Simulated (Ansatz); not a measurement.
The inner images of a band of BH$_{9}$N$_{2}$Si$_{2}$ (14 atoms, charge 0, multiplicity 1) are given out of order.

These are results of Ansatz 0.2.0, RKS LDA/STO-3G, not measurements.

Initial state:

```xyz
14
Properties=species:S:1:pos:R:3
N -1.660 0.777 -0.663
B -0.808 -0.340 -0.713
N -0.793 -1.153 -1.859
Si 0.364 -0.766 0.791
Si 1.683 0.941 1.385
H -2.306 1.052 -1.433
H -1.714 1.423 0.148
H -1.386 -0.990 -2.701
H -0.188 -1.992 -1.955
H 1.205 -1.908 0.478
H -0.399 -1.151 1.967
H 2.548 1.364 0.301
H 0.901 2.099 1.773
H 2.539 0.615 2.509
```

Final state:

```xyz
14
Properties=species:S:1:pos:R:3
N -1.958 0.502 -0.551
B -0.824 -0.315 -0.711
N -0.496 -0.807 -1.987
Si 0.306 -0.754 0.820
Si 1.731 0.882 1.372
H -2.263 0.892 0.362
H -2.597 0.770 -1.329
H -1.049 -0.613 -2.848
H 0.319 -1.424 -2.171
H 1.089 -1.949 0.557
H -0.492 -1.050 1.997
H 2.615 1.223 0.275
H 1.034 2.098 1.746
H 2.572 0.516 2.496
```

Problem. Put them in order from the first end to the last, with their energies above the first end.
A.
```xyz
14
Properties=species:S:1:pos:R:3
N -1.674 0.791 -0.719
B -0.756 -0.281 -0.799
N -0.685 -1.080 -1.951
Si 0.332 -0.737 0.757
Si 1.683 0.890 1.464
H -2.616 0.792 -1.156
H -1.611 1.501 0.036
H -1.210 -0.889 -2.832
H -0.023 -1.876 -2.047
H 1.109 -1.943 0.527
H -0.562 -1.058 1.859
H 2.632 1.278 0.439
H 0.928 2.078 1.815
H 2.442 0.503 2.637
```
B.
```xyz
14
Properties=species:S:1:pos:R:3
N -1.697 0.772 -0.725
B -0.705 -0.217 -0.871
N -0.252 -0.593 -2.148
Si 0.152 -0.957 0.720
Si 1.416 0.608 1.708
H -2.155 0.973 0.184
H -1.940 1.484 -1.442
H -0.663 -0.249 -3.042
H 0.476 -1.318 -2.300
H 1.002 -2.091 0.401
H -0.806 -1.426 1.706
H 2.428 1.140 0.815
H 0.620 1.739 2.146
H 2.111 0.105 2.877
```
C.
```xyz
14
Properties=species:S:1:pos:R:3
N -1.802 0.822 -0.985
B -0.755 -0.242 -0.876
N -0.446 -0.874 -2.072
Si 0.211 -0.821 0.739
Si 1.539 0.767 1.588
H -2.558 0.599 -0.275
H -1.395 1.713 -0.577
H -0.921 -0.605 -2.966
H 0.253 -1.643 -2.189
H 1.020 -2.002 0.485
H -0.723 -1.200 1.786
H 2.529 1.211 0.627
H 0.778 1.937 1.981
H 2.256 0.309 2.762
```
D.
```xyz
14
Properties=species:S:1:pos:R:3
N -1.684 0.865 -0.896
B -0.738 -0.244 -0.850
N -0.572 -0.994 -2.014
Si 0.277 -0.768 0.745
Si 1.615 0.832 1.531
H -2.684 0.613 -0.709
H -1.456 1.632 -0.222
H -1.053 -0.756 -2.911
H 0.097 -1.789 -2.109
H 1.055 -1.974 0.517
H -0.656 -1.110 1.809
H 2.584 1.242 0.535
H 0.854 2.012 1.896
H 2.349 0.410 2.708
```
E.
```xyz
14
Properties=species:S:1:pos:R:3
N -1.818 0.730 -0.847
B -0.755 -0.256 -0.874
N -0.330 -0.724 -2.121
Si 0.167 -0.904 0.731
Si 1.467 0.688 1.639
H -2.373 0.752 0.035
H -1.568 1.719 -1.071
H -0.789 -0.443 -3.016
H 0.393 -1.463 -2.252
H 1.015 -2.050 0.453
H -0.765 -1.315 1.764
H 2.475 1.181 0.718
H 0.696 1.844 2.059
H 2.174 0.209 2.812
```

Solution. A (+0.20 eV), D (+0.73 eV), C (+0.99 eV), E (+0.67 eV), B (+0.10 eV).

The run took 5.7 min on 1 CPU thread of a shared host.
